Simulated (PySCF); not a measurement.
FS, SMILES F[S] (connectivity only; charge and spin as stated), charge -1, multiplicity 1.

The structure is a stationary point at PBE-D3(BJ)/def2-TZVPD. The spin state was assumed, not searched.

Two levels are set side by side: PBE/def2-TZVPD (PySCF) and ωB97X/def2-TZVPD (PySCF). Same geometry, gas phase. Differences are taken from unrounded values.

```json
[
 {"quantity": "orbital gap (eV)", "ωB97X": "8.07"},
 {"quantity": "highest occupied level (eV)", "ωB97X": "-2.46"},
 {"quantity": "lowest empty level (eV)", "ωB97X": "5.60"},
 {"quantity": "mean polarisability (bohr³)", "ωB97X": "42.3"}
]
```

Q: What does PBE give, and how far is it from ωB97X? (Estimate from the structure and the level; the computed values follow.)

A: 
```tsv
quantity	PBE	PBE minus ωB97X
orbital gap (eV)	2.14	-5.92
highest occupied level (eV)	1.01	3.48
lowest empty level (eV)	3.16	-2.45
mean polarisability (bohr³)	47.9	5.6
```

PBE's occupied levels lie high since its potential decays too fast outside the molecule; exact exchange lowers them and widens the gap. PBE's more diffuse valence density responds more strongly to a field. Differences between two approximate levels are no errors against the true value.

Rough cost on one machine, each run with all the roots and properties that it gave: ωB97X against PBE within a factor of 2.
